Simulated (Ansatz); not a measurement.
One change: `[Cl][GeH2][NH][SiH](Cl)Cl` becomes `F[SiH](Cl)[NH][GeH2][Cl]`.

Ansatz, PBE0-D4/def2-TZVP geometries, multiplicity 1. Each molecule was computed in one conformer, which needn't be the lowest.

Scalar relativity is left out up to krypton.

```
                             property  `[Cl][GeH2][NH][SiH](Cl)Cl`
  LUMO energy (B3LYP/def2-TZVPP) / eV                        -0.44
HOMO energy (ωB97M-V/def2-TZVPP) / eV                       -10.64
    HOMO energy (PBE/def2-TZVPP) / eV                        -6.98
LUMO energy (ωB97M-V/def2-TZVPP) / eV                         1.71
  HOMO energy (B3LYP/def2-TZVPP) / eV                        -8.11
  HOMO–LUMO gap (PBE/def2-TZVPP) / eV                         5.86
```

What does the change do to each property? (Estimate.)

Computed: 
```csv
property,`F[SiH](Cl)[NH][GeH2][Cl]`,shift
LUMO energy (B3LYP/def2-TZVPP) / eV,-0.43,0.01
HOMO energy (ωB97M-V/def2-TZVPP) / eV,-10.81,-0.17
HOMO energy (PBE/def2-TZVPP) / eV,-7.08,-0.10
LUMO energy (ωB97M-V/def2-TZVPP) / eV,1.74,0.03
HOMO energy (B3LYP/def2-TZVPP) / eV,-8.23,-0.12
HOMO–LUMO gap (PBE/def2-TZVPP) / eV,5.98,0.12
```

B3LYP here is the variant with VWN-RPA as its local correlation; programs differ in this.
